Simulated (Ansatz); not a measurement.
A nudged elastic band was laid between two geometries of Cl₂GaH₂ (5 atoms, charge 0, multiplicity 2).

Computed with UKS PBE0/def2-SVP in Ansatz 0.2.0.

- movable images: 5
- climbing image: yes
- spring: 5.0 eV/Å²
- optimiser: quadratic models (default)
- start path: through a guess of the saddle point
- force threshold: 0.2 eV/Å
- iteration limit: 60
- end points: relaxed

Initial state:

```xyz
5
Properties=species:S:1:pos:R:3
Ga 0.075 -0.153 0.652
Cl -0.444 1.652 2.061
H 1.549 -0.023 0.181
H -1.225 -0.644 -0.043
Cl 0.045 -0.832 2.900
```

Final state:

```xyz
5
Properties=species:S:1:pos:R:3
Ga 0.092 0.021 -0.042
Cl -0.075 -0.017 2.122
H 1.523 0.342 -0.564
H -1.242 -0.278 -0.787
Cl -0.298 -0.068 5.022
```

Which bonds break or form, and what moves?

Bonds broken: Ga1–Cl5. Cl2GaH2 becomes Cl + ClGaH2.

What energy profile does the band end with?

It converged. The highest image is number 6 of 0 to 6, 21.4 kcal/mol above the first end and 0.0 kcal/mol above the last; the last end lies 21.4 kcal/mol above the first. The highest image is an end point: on this band no image between the ends rises above it.

| image | path coordinate (Å) | energy (kcal/mol) | Ga1–Cl5 (Å) |
| --- | --- | --- | --- |
| 0 | 0.00 | 0.0 | 2.35 |
| 1 | 0.61 | 10.2 | 3.01 |
| 2 | 1.22 | 16.1 | 3.67 |
| 3 | 1.84 | 18.5 | 4.17 |
| 4 | 2.45 | 20.0 | 4.67 |
| 5 | 3.06 | 21.2 | 5.03 |
| 6 | 3.37 | 21.4 | 5.08 |

The run took 2.4 min on 2 threads of Arm Neoverse V1 (shared host), peak memory 0.26 GiB.
